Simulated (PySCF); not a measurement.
# Radial density of O (oxygen, neutral)

UHF, [He] 2s2 2p4, high-spin 3P determinant. Calculation: PySCF 2.14, in cc-pVDZ-DK (3s2p1d, 14 functions); the spin-free X2C one-electron Hamiltonian (Gaussian nucleus).

```csv
r (bohr),4πr²ρ (e/bohr),4πr²(ρα − ρβ)
0.00418,0.06713,0.0001
0.00704,0.1807,0.0002
0.0118,0.4651,0.0005
0.0199,1.147,0.0012
0.0335,2.598,0.0030
0.0563,5.106,0.0077
0.0947,7.866,0.0235
0.159,8.195,0.0964
0.268,4.905,0.3704
0.451,3.135,0.9962
0.758,4.687,1.5991
1.28,3.588,1.1317
2.15,0.8925,0.2642
3.61,0.04070,0.0150
```

Densities and radii are taken from the X2C orbitals without a picture-change correction, which distorts them close to the nucleus.
